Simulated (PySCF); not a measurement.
Compound: [RuO4]- (charge -1 and doublet state).
Bonds: Ru1–O2, Ru1–O3, Ru1–O4, Ru1–O5.

Method: PySCF 2.14.0, PBE0-D3(BJ)/def2-SVP geometry optimisation, gas phase, def2 core potentials past Kr.

(1) Give the optimised bond lengths and angles.

Answers

(1) 
| bond | length (Å) |
| --- | --- |
| Ru1–O2 and 3 like bonds | 1.709 |

Bonds in one row agree within 0.01 Å and their mean is given. A selection of angles:
| angle | degrees |
| --- | --- |
| O2–Ru1–O3 | 107.3 |
| O2–Ru1–O4 | 113.8 |

All 4 O–Ru bonds measure 1.709 Å. Ru1 (ruthenium bonded to 4 O) is distorted tetrahedral (angles from 107.3° to 113.8°).

Point group: near Td, missed by 0.11 Å at most; the miss may be what the optimiser left on a soft mode (D2d holds within 0.08 Å). Stationary, but not proved a minimum. ⟨S²⟩ = 0.758 (exact for a doublet: 0.75). The geometry's basis has no diffuse functions, a weakness for an anion.

Neither the SCF state along the optimisation nor the shape of the open-shell metal species was proved the lowest: other solutions of the same spin, or a structure of lower symmetry, can lie below.
